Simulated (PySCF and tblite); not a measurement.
Values are calculated unless marked as measured or tabulated.
Conformers and averaged properties: C14H11FOS2, numbered as in [CH3:1][c:2]1[cH:3][cH:4][c:5](-[c:6]2[cH:7][cH:8][c:9](-[c:10]3[cH:11][c:12]([F:13])[c:14]([CH3:15])[s:16]3)[o:17]2)[s:18]1

Free energies: PBE0-D3(BJ)/6-31G* on GFN2-xTB structures plus GFN2-xTB thermal terms, symmetry and mirror images included. Conformers within 3 kcal/mol (GFN2-xTB free energy) were kept, 9 at most. GIAO shieldings: PBE0/6-31G*. Shifts are against TMS (¹H), TMS (¹³C), CFCl3 (¹⁹F) at the same level. Programs: PySCF with density fitting and tblite.

Torsions listed: S18–C5–C6–O17, O17–C9–C10–S16.

```csv
conformer,shape,symmetry,E(GFN2) kcal/mol,E(DFT) kcal/mol,G(298.15 K) kcal/mol,weight %,dipole D
1,"180°, 0°",Cs,0.31,0.00,0.00,28.7,1.68
2,"0°, 180°",Cs,0.40,0.10,0.08,24.9,1.77
3,"180°, 180°",Cs,0.00,0.10,0.09,24.6,1.26
4,"0°, 0°",Cs,0.89,0.19,0.17,21.8,1.86
```

Weights (%) against temperature:

| T (K) | 1 | 2 | 3 | 4 | S(mix) cal/mol/K |
| --- | --- | --- | --- | --- | --- |
| 150 | 32.8 | 24.8 | 23.7 | 18.8 | 2.71 |
| 200 | 30.7 | 24.9 | 24.1 | 20.3 | 2.73 |
| 250 | 29.5 | 24.9 | 24.4 | 21.2 | 2.74 |
| 298.15 | 28.7 | 24.9 | 24.6 | 21.8 | 2.75 |
| 400 | 27.8 | 24.8 | 24.9 | 22.5 | 2.75 |

Averaged shifts at 298.15 K. ¹H: 6.93 (H4, 1H), 6.63 (H11, 1H), 6.56 (H3, 1H), 6.51 (H8, 1H), 6.48 (H7, 1H), 2.50 (H1, 3H), 2.34 (H15, 3H) ppm. ¹³C: 148.9 (C12), 143.0 (C6), 141.7 (C9), 138.4 (C2), 132.0 (C5), 128.1 (C10), 120.0 (C3), 117.7 (C14), 114.9 (C4), 105.7 (C8), 105.3 (C11), 105.0 (C7), 17.9 (C1), 12.7 (C15) ppm. ¹⁹F: -133.8 (F13) ppm.

Coordinates of conformer 1 (Å):

```xyz
29

C     6.129   -1.124   -0.229
C     4.652   -0.970   -0.175
C     3.697   -1.939   -0.221
C     2.383   -1.441   -0.146
C     2.336   -0.076   -0.042
C     1.185    0.764    0.053
C     1.070    2.133    0.159
C    -0.303    2.414    0.218
C    -0.951    1.199    0.145
C    -2.340    0.870    0.159
C    -3.417    1.710    0.253
C    -4.630    0.998    0.235
F    -5.824    1.617    0.316
C    -4.518   -0.357    0.129
C    -5.605   -1.369    0.085
S    -2.843   -0.794    0.048
O    -0.044    0.199    0.045
S     3.935    0.606   -0.037
H     6.542   -0.588   -1.083
H     6.390   -2.176   -0.314
H     6.591   -0.719    0.671
H     3.929   -2.986   -0.306
H     1.499   -2.052   -0.166
H     1.881    2.833    0.189
H    -0.763    3.376    0.303
H    -3.355    2.778    0.332
H    -6.569   -0.868    0.150
H    -5.513   -2.070    0.913
H    -5.564   -1.938   -0.844
```

Unscaled ¹⁹F shifts at such levels can be off by tens of ppm; differences between conformers or isomers are more reliable. Shifts are unscaled: against experiment ¹³C can be off by 15 ppm or more and ¹H by 0.8 ppm.

Search and properties took 14 min on 1 thread of Arm Neoverse N1 (shared host) (rough), launched as `OMP_NUM_THREADS=1 python ens_run.py task.json out`.


Conformer gaps in 6-31G* on xTB geometries can be 2 kcal/mol off for S=O, P=O and other polar bonds.